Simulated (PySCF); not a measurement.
Working out the ionisation energy of Se

Se [Ar] 3d10 4s2 4p4 (3P) → Se⁺ [Ar] 3d10 4s2 4p3 (4S). Calculation: PySCF 2.14, in ANO-RCC-VTZP; scalar relativity by spin-free X2C-1e. Frozen: [Ne]. Energies in hartree (1 hartree = 27.21139 eV):

| part | Se (lower) | Se⁺ (upper) |
| --- | --- | --- |
| UHF | -2428.070827 | -2427.756757 |
| MP2 opposite-spin | -0.124731 | -0.102161 |
| MP2 same-spin | -0.053858 | -0.049373 |

What does Hartree-Fock give?

(-2427.756757) − (-2428.070827) = 0.314070 hartree = 8.546 eV.

What do MP2 and SCS-MP2 (6/5 opposite-spin, 1/3 same-spin) give?

The opposite-spin parts differ by 0.614 eV and the same-spin parts by 0.122 eV. MP2: 8.546 + (0.614) + (0.122) = 9.282 eV. SCS-MP2: 8.546 + 1.2 × (0.614) + (0.122)/3 = 9.323 eV.

Measured between the centres of the two terms (NIST): 9.635 eV, so MP2 (valence and next inner shell) is off by -0.353 eV.

What remains against the reference includes basis incompleteness, the frozen core and correlation beyond second order.
